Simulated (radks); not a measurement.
Fractional charge and spin in the 5p shell of cerium: the spin-up occupation runs from 2 to 3 and the spin-down occupation from 2 to 3; the fullest corner is Ce+, [Kr] 4d10 4f(up 0.5, down 0.5) 5s2 5d(up 1, down 1) 5p(up 3, down 3). All-electron calculation, scalar-relativistic Kohn-Sham, BLYP, spin-polarised, spherical densities, finite nucleus; Fermi nuclear charge, rms radius of each element as measured or else 0.836 A^(1/3) + 0.57 fm. Program: a radial shooting solver on a logarithmic mesh with Libxc functionals. Energy (eV) above the fullest corner. The planes named below are the two flat planes that join the four corners, with an edge along up + down = one added electron.

\begin{tabular}{lrrrrr}
down \ up & 2 & 2.25 & 2.5 & 2.75 & 3 \\ \hline
2 & 75.213 & 63.345 & 52.183 & 41.716 & 31.932 \\
2.25 & 63.345 & 52.232 & 41.813 & 32.074 & 23.001 \\
2.5 & 52.183 & 41.813 & 32.121 & 23.094 & 14.715 \\
2.75 & 41.716 & 32.074 & 23.094 & 14.761 & 7.056 \\
3 & 31.932 & 23.001 & 14.715 & 7.056 & 0.000 \\
\end{tabular}

Corners above the fullest one (they belong to Ce2+ and the next ion): (up 3, down 2) 31.932 eV, (up 2, down 3) 31.932 eV, (up 2, down 2) 75.213 eV. With half an added electron in each spin the energy lies 0.189 eV from the planes, and with half an added electron in spin up alone -1.390 eV. The planes are only a guide here: the flat-plane condition holds for ground states with one frontier orbital, while this shell lies below other occupied shells, so the corners above the fullest one are inner-hole states and not the ground states of those ions.
